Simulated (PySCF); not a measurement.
## Partial charges of `Cc1[pH]cc([SiH3])c1C`

C6H11PSi.
Z-matrix (Å and degrees, GFN2-xTB geometry), rows numbered from 1:
```
C 
C   1  1.4964
P   2  1.8165  1  121.87
C   3  1.8007  2   88.93  1  -177.27
C   4  1.3515  3  112.32  2    -7.28
Si  5  1.8816  4  123.44  3  -175.85
C   2  1.3531  1  126.93  3   174.68
C   7  1.4932  2  125.04  1     0.94
H   1  1.0901  2  110.58  3   126.51
H   1  1.0881  2  110.32  3     6.51
H   1  1.0907  2  111.03  3  -113.50
H   3  1.3979  2   96.31  1   -80.68
H   4  1.0769  3  122.45  2   178.78
H   6  1.4626  5  108.53  4     0.23
H   6  1.4663  5  109.69  4   120.09
H   6  1.4669  5  109.48  4  -119.81
H   8  1.0898  7  110.21  2   114.07
H   8  1.0892  7  110.15  2  -127.16
H   8  1.0865  7  111.19  2    -6.47
```

Density: PBE0/pcSseg-1 (PySCF); schemes: Mulliken, IAO, Hirshfeld and ESP-fitted. Geometry: GFN2-xTB; no solvent, vibrations or thermal averaging.

Problem. Give the atomic charges in each scheme.

Solution. In e; atoms taken as equivalent share a row and are averaged (×n: the atom named and its like, n in all):

```
       atom                 environment  Mulliken     IAO  Hirshfeld  ESP-fitted
         C1  carbon bonded to C and 3 H    -0.144  -0.426     -0.122      -0.619
         C2     unsaturated ring carbon    -0.599  -0.203     -0.053      +0.095
         P3             ring phosphorus    +0.464  +0.391     +0.118      -0.161
         C4  unsaturated ring CH carbon    -0.374  -0.357     -0.109      -0.150
         C5     unsaturated ring carbon    -0.289  -0.274     -0.101      -0.315
        Si6                SiH3 silicon    +0.541  +0.592     +0.306      +0.350
         C7     unsaturated ring carbon    -0.181  -0.003     -0.010      +0.295
         C8  carbon bonded to C and 3 H    -0.134  -0.431     -0.116      -0.643
 H9/H10/H11             methyl hydrogen    +0.129  +0.151     +0.044      +0.182
        H12              hydrogen on P3    +0.089  +0.002      0.000      +0.111
        H13              hydrogen on C4    +0.101  +0.157     +0.042      +0.179
H14/H15/H16               Si–H hydrogen    -0.088  -0.118     -0.076      -0.080
H17/H18/H19             methyl hydrogen    +0.134  +0.151     +0.046      +0.184
```

Mean size of the charges over all atoms: ESP-fitted 0.224 e, IAO 0.216 e, Mulliken 0.209 e, Hirshfeld 0.078 e. Each set sums to the total charge, 0, to within 0.001 e. The ESP scheme is a least-squares fit of atom-centred charges to the potential on four shells outside the van der Waals surface, with the total charge fixed. The Mulliken scheme counts on each atom the diagonal of the density matrix times the overlap matrix over that atom's basis functions.

Some averages cover members that differ in this geometry: H9/H10/H11, ESP-fitted +0.162 to +0.208 e.

Lowest charge. The schemes don't all agree: Mulliken C2 (-0.599); IAO C8 (-0.431); Hirshfeld C1 (-0.122); ESP-fitted C8 (-0.643).

Highest charge. All schemes agree: Mulliken Si6 (+0.541); IAO Si6 (+0.592); Hirshfeld Si6 (+0.306); ESP-fitted Si6 (+0.350).

Problem. Sum the charges by element, for elements with more than one atom.

Solution. 
| element | atoms | Mulliken | IAO | Hirshfeld | ESP-fitted |
| --- | --- | --- | --- | --- | --- |
| C | 6 | -1.721 | -1.695 | -0.510 | -1.337 |
| H | 11 | +0.716 | +0.712 | +0.087 | +1.148 |

Problem. How many electrons does the ESP-fitted scheme count on Si6?

Solution. Z − q = 14 − (+0.350) = 13.650.

The run behind these numbers computed NMR shieldings as well. Hardware: Arm Neoverse V1, one thread (shared host). Cost: 46 s wall (grids of density and orbitals included).
